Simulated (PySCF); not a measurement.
Simulated 1H ENDOR lines of a doublet radical (isotropic, first order, 342.5 mT).

Class means under 0.5 MHz are left out. Line positions in MHz: 11.56, 12.10, 17.07, 40.72, 53.63, 82.80.

Q: What is the proton Larmor frequency at this field?

A: νH = 5.58569 × 7.62259 MHz/T × 0.3425 T = 14.58 MHz.

Q: Pair the lines and read off the couplings.

A: For S = 1/2 in fast tumbling each set of equivalent nuclei gives two lines, ν± = |νn ± a/2| to first order, with νn = g_N μN B/h and μN/h = 7.62259 MHz/T. A pair with |a| < 2νn is centred on νn and split by |a|; one with |a| > 2νn is centred on |a|/2 and split by 2νn.

```tsv
lower line	upper line	centred on	|a| (MHz)
53.63	82.80	|a|/2	136.43
11.56	40.72	|a|/2	52.28
12.10	17.07	νn	4.97
```

Compound: C5H4FO2 (doublet state).
Atom-mapped SMILES: `[O:1]=[C:2]1[CH:3][CH2:4][O:5][C:6]([F:7])=[CH:8]1` (hydrogens: H9 on C3; H10, H11 on C4; H12 on C8)

Q: This is the radical. Which protons give which coupling, and how does each split the EPR lines?

A: 136.4 MHz (computed sign +): H10/H11, β, 2 bonds from C3, a 1:2:1 triplet of 4.864 mT; 52.3 MHz (computed sign −): H9, α, 1 bond from C3, a 1:1 doublet of 1.864 mT; 5.0 MHz (computed sign −): H12, γ, 3 bonds from C3, a 1:1 doublet of 0.177 mT. To first order the positions of ENDOR lines don't depend on how many nuclei share a coupling.

Method used: PySCF 2.14.0, UKS B3LYP, pcH-1 on C F H O, non-relativistic, mean-field spin-orbit, GIAO. Geometry: GFN2-xTB; no solvent, vibrations or thermal averaging. A GFN2-xTB geometry isn't a minimum of the functional, and hyperfine couplings can be far from their values at a DFT geometry. The SCF solution wasn't tested for stability.

Class means assume fast exchange of nuclei equivalent by connectivity; if that motion is slow, each nucleus keeps its own coupling.

The largest Mulliken spin populations are on C3 (+0.84), O1 (+0.21), C2 (-0.11) and C4 (-0.07). The angles at C3 add up to 360.0°, so it is planar; its axial dipolar tensor and the negative coupling of its proton fit spin in a p orbital normal to that plane.
